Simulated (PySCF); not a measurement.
C4H4O4P (charge -1).
Numbering: `[O:1]=[P@:2]([O-:3])([OH:4])[c:5]1[cH:6][cH:7][cH:8][o:9]1`

NICS is the negative of the GIAO shielding at a point without a nucleus: at the ring centre (0) and 1 Å above and below it (1); zz is the component along the ring normal. Level: GIAO PBE0/pcSseg-1 (PySCF, non-relativistic, gas phase) on the GFN2-xTB geometry, one conformer.

Ring bond lengths (Å), with Mayer bond orders in brackets: C5–C6 1.363 (1.58), C6–C7 1.415 (1.25), C7–C8 1.360 (1.59), C8–O9 1.345 (1.09), O9–C5 1.347 (1.03).

Question: Give the NICS values of each ring in ppm.

Answer: 
```
          ring                                               type  NICS(0)  NICS(1), two faces  NICS(1)zz, two faces  rms pucker (Å)  centre to ring atoms, mean (Å)
C5–C6–C7–C8–O9  5-membered ring with O; formal bonds all aromatic    -12.3       -10.7 / -10.7         -26.9 / -26.9            0.00                            1.16
```

Question: What do they say, and how far can they be read as aromaticity?

Answer: 
- C5–C6–C7–C8–O9: mean NICS(1)zz -26.9 ppm, shielded, aromatic by this magnetic criterion (flat ring, no four-coordinate atom).

Question: And the bond-length index? Use HOMA with the parameters of Krygowski (1993).

Answer: 
- C5–C6–C7–C8–O9: HOMA 0.48; the largest term is that of O9–C5, α(R − Ropt)² = 1.07.

Question: List the ring angles and the Hirshfeld charges of the ring atoms.

Answer: 
- C5–C6–C7–C8–O9: C5 109.8° (-0.005 e), C6 106.5° (-0.109 e), C7 105.7° (-0.115 e), C8 110.6° (-0.028 e), O9 107.4° (-0.071 e); sum 540.0° against 540° for a flat convex ring.

Question: What are the shieldings of the ring atoms and their hydrogens in the same run (means over atoms taken as equivalent)?

Answer: 
```
  atoms                        environment  σ isotropic (ppm)
     C5        substituted aromatic carbon               12.2
     C6                 aromatic CH carbon               72.6
     C7                 aromatic CH carbon               73.1
     C8  aromatic CH next to a ring oxygen               46.7
     O9                  furan-type oxygen               30.5
H on C6                  aromatic hydrogen              25.19
H on C7                  aromatic hydrogen              25.62
H on C8                  aromatic hydrogen              24.69
```

Shape of the structure used: `[O:1]=[P@:2]([O-:3])([OH:4])[c:5]1[cH:6][cH:7][cH:8][o:9]1`: O1–P2–C5–C6 -23°, H–O4–P2–O1 160°.
